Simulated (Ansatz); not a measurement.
Molecule: C3H6F2O (charge 0, singlet). SMILES: C(F)(CO)(C)F
Structure (B3LYP-D3(BJ)/def2-TZVP (Ansatz, a program for electronic structure) minimum search):
```xyz
12

C      1.3689    -0.7877    -0.2058
C      0.3137     0.2674    -0.0122
F      0.6652     1.4108    -0.7019
F      0.2694     0.6271     1.3138
C     -1.0886    -0.0978    -0.4704
O     -1.4516    -1.3284     0.1298
H      1.0923    -1.6840     0.3452
H      2.3218    -0.4086     0.1609
H      1.4597    -1.0320    -1.2636
H     -1.7516     0.7199    -0.1735
H     -1.0794    -0.1680    -1.5636
H     -2.4058    -1.4333     0.0783
```
Charge 0, spin multiplicity 1.

Computed values are from Ansatz. Valence correlation only, unless marked. Open shells are spin-unrestricted. Spin-orbit coupling is left out. Non-relativistic. CBS marks a two-point X^-3 extrapolation of the correlation energy; Hartree-Fock from the larger set. The bracket is a focal-point correction in the basis named.

```json
{
  "atomisation energy De": "1135.1 kcal/mol at RI-MP2/CBS(cc-pVTZ,cc-pVQZ)+[CCSD(T)-MP2]/cc-pVTZ",
  "total_energy": "-392.5189 Eh at RI-MP2/CBS(cc-pVTZ,cc-pVQZ)+[CCSD(T)-MP2]/cc-pVTZ",
  "dipole_moment": "2.42 D at CCSD(T)/aug-cc-pVDZ",
  "T1 diagnostic": "0.011 at CCSD/cc-pVTZ"
}
```
